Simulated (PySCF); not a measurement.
## Dipole moment and polarisability of `O=COc1ccc(B(F)F)s1`

Species: C₅H₃BF₂O₂S.
Geometry (PBE0-D3(BJ)/def2-SVP, Å), atoms numbered from 1 in this order:
```xyz
14
C5H3BF2O2S angstrom
O     -2.2252    2.2602    0.7278
C     -2.8682    1.2789    0.5152
O     -2.3606    0.0794    0.1783
C     -1.0234   -0.1169    0.0389
C     -0.5139   -1.3379   -0.3414
C      0.8927   -1.3012   -0.4251
C      1.4331   -0.0693   -0.1067
B      2.9163    0.3111   -0.0915
F      3.3269    1.5149    0.2673
F      3.8408   -0.5670   -0.4426
S      0.1978    1.0746    0.3008
H     -3.9705    1.1961    0.5596
H     -1.1468   -2.2004   -0.5473
H      1.5103   -2.1541   -0.7109
```

Level: CAM-B3LYP/def2-SVPD (PySCF), static field, nuclei fixed, core orbitals frozen in the response. The polarisability tensor in these axes (au):

```
x   128.61  -6.07  -6.04
y    -6.07 100.47  12.56
z    -6.04  12.56  61.05
```

Problem. Diagonalise the tensor; give its mean and Δα, where Δα² is half the sum of the squared differences of the eigenvalues.

Solution. Principal values 57.15, 102.03 and 130.94 au; mean 96.71 au = 14.33 Å³ = 15.95 × 10⁻⁴⁰ C²·m²/J; Δα = 64.41 au (67 % of the mean).

Problem. What is the dipole moment, and where does it point?

Solution. (-3.19, -2.24, -0.41) D, 3.92 D in size, pointing from the negative to the positive side. Measured along this direction, the outermost atoms are F9 at the negative end and H12 at the positive end.

Problem. What molar refraction does this α imply?

Solution. Lorentz–Lorenz: R = (4π/3)N_A α = 2.5225 cm³/(mol·Å³) × 14.33 Å³ = 36.1 cm³/mol, in the limit of long wavelengths.

Problem. Find the Langevin capture rate constant for H3+ (3.023 u) meeting this molecule (175.991 u), k = 2.342 × 10⁻⁹ cm³/s × √(α in Å³ / reduced mass in u).

Solution. The reduced mass is 2.97 u, so k = 5.14 × 10⁻⁹ cm³/s. The formula leaves out the permanent dipole, which adds to the capture rate.

Problem. Form Σ f/ω² (atomic units) for the 10 lowest TDDFT singlets, given as eV and f, and set it beside the mean polarisability, which is this sum over all singlets: 4.90, 0.2785; 5.34, 0.0363; 5.67, 0.0011; 6.31, 0.1596; 6.57, 0.0006; 6.74, 0.0006; 6.86, 0.0492; 6.91, 0.0023; 6.96, 0.0001; 7.17, 0.0701.

Solution. They add up to 14.35 au, 14.8 % of the 96.71 au; the largest single term is 8.57 au, from the state at 4.90 eV. Terms in order: 8.57, 0.94, 0.03, 2.97, 0.01, 0.01, 0.78, 0.04, 0.00, 1.01 au. Higher excitations give the rest. The strengths listed sum to 0.598.

Problem. Refractivity n − 1 of an ideal gas of it at 500 K and 1 atm, from the electronic α?

Solution. N = p/kT = 1.4678 × 10¹⁹ cm⁻³, so n − 1 = 2π × N × 14.33 × 10⁻²⁴ cm³ = 1322 × 10⁻⁶ at long wavelengths, for an ideal gas.

Problem. How large is μ²/3kT at 273 K beside α?

Solution. In Gaussian units μ²/3kT = 135.73 Å³ against 14.33 Å³, a ratio of 9.47; the Debye molar polarisation (4π/3)N_A(α + μ²/3kT) is 378.5 cm³/mol, leaving out the vibrational part.

The structure is a single PBE0-D3(BJ)/def2-SVP conformer in the gas phase; no vibrational or solvent corrections.
